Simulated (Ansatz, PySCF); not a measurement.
Gas-phase reaction R1 + R2 → P1, each structure at its B3LYP-D3(BJ)/def2-TZVP stationary point, reached from a drawn start (curvature not checked).
R1: H2O (SMILES O), charge 0, multiplicity 1.
R2: BHO2 (SMILES O=BO), charge 0, multiplicity 1.
P1: BH3O3 (SMILES OB(O)O), charge 0, multiplicity 1.

P less R. No zero-point or thermal terms. One arrangement of each flexible species, with no search for the lowest.

Frozen-core correlation throughout.

Codes used: Ansatz (Gaussian basis) for Hartree–Fock, density functionals and correlated methods; PySCF for the D3/D4 terms. No computed number here is a measurement.

Total energies in hartree:

```
structure  PBE/def2-TZVPP  B3LYP-D3(BJ)/def2-TZVPP  CCSD(T)/cc-pVQZ
---------  --------------  -----------------------  ---------------
R1             -76.380147               -76.467236       -76.359711
R2            -175.867452              -176.071775      -175.791376
P1            -252.329825              -252.622978      -252.238121
```

Question: Work out the reaction energy at each level in kcal/mol (1 hartree = 627.50947 kcal/mol), and say how far PBE/def2-TZVPP lies from CCSD(T)/cc-pVQZ.

Answer: 
- PBE/def2-TZVPP: (-252.329825) − (-76.380147) − (-175.867452) = -0.082226 hartree = -51.60 kcal/mol
- B3LYP-D3(BJ)/def2-TZVPP: (-252.622978) − (-76.467236) − (-176.071775) = -0.083967 hartree = -52.69 kcal/mol
- CCSD(T)/cc-pVQZ: (-252.238121) − (-76.359711) − (-175.791376) = -0.087034 hartree = -54.61 kcal/mol
PBE/def2-TZVPP less CCSD(T)/cc-pVQZ: 3.01 kcal/mol. CCSD(T)/cc-pVQZ is the level counted from, the highest shown, and no exact or measured value.

Ansatz is a program for electronic structure.
